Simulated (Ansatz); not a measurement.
Molecule: sum formula SnCl₂F₂, charge 0, multiplicity 1. 
Geometry from a B3LYP-D3(BJ)/def2-TZVP (Ansatz, a program for electronic structure) optimisation:
SMILES: [Cl][Sn]([F])([Cl])[F]
```xyz
5

F     -0.0993    -1.4702    -1.4059
Sn    -0.0148    -0.2112     0.0159
F     -0.0905    -1.2442     1.6099
Cl    -1.8461     1.1629    -0.0818
Cl     1.9900     0.8954    -0.0729
```
Charge 0, spin multiplicity 1.

Total electronic energies in hartree. Correlated levels leave the core frozen unless marked. Spin-orbit coupling is left out. The frozen core is the preceding noble-gas configuration, with the filled d and f shells of earlier blocks. Past Kr the def2 sets carry scalar-relativistic core potentials. STO-3G rows are all-electron and non-relativistic. CBS(X,Y): correlation extrapolated as X^-3; Hartree-Fock from the larger set.

```csv
level,program,energy (Eh)
HF/def2-TZVPPD,Ansatz,-1331.50286
RI-HF/def2-QZVPPD,Ansatz,-1331.54030
BLYP/def2-TZVPD,Ansatz,-1334.59471
revPBE-D3(BJ)/def2-TZVPD,Ansatz + dftd3,-1334.47863
B3LYP-D3(BJ)/def2-TZVPD,Ansatz + dftd3,-1334.76826
PBE0-D3(BJ)/def2-TZVPD,Ansatz + dftd3,-1334.17881
PBE0/def2-QZVPP,Ansatz,-1334.21401
r2SCAN0-D4/def2-TZVPD,Ansatz + dftd4,-1334.53931
LC-wPBE/def2-TZVPD,Ansatz,-1334.33697
B2GP-PLYP-D3(BJ)/def2-TZVPD,Ansatz + dftd3,-1333.84197
MP2/def2-TZVPPD,Ansatz,-1332.49054
MP2/def2-QZVPPD,Ansatz,-1332.61934
"MP2/CBS(def2-TZVPP,def2-QZVPP)",Ansatz,-1332.6889
"MP2/CBS(def2-TZVPPD,def2-QZVPPD)",Ansatz,-1332.6858
RI-MP2/def2-TZVPP,Ansatz,-1332.48028
RI-MP2/def2-TZVPPD,Ansatz,-1332.49024
SCS-MP2/STO-3G,Ansatz,-7068.77037
SCS-MP2/def2-QZVPPD,Ansatz,-1332.60091
CCSD/STO-3G,Ansatz,-7068.78268
CCSD/def2-QZVPP,Ansatz,-1332.63725
CCSD(T)/def2-QZVPPD,Ansatz,-1332.68305
"CCSD(T)/CBS(def2-TZVPP,def2-QZVPP)",Ansatz,-1332.7531
"CCSD(T)/CBS(def2-TZVPPD,def2-QZVPPD)",Ansatz,-1332.7492
```

Totals of different functionals don't rank their quality; only differences between species are comparable.
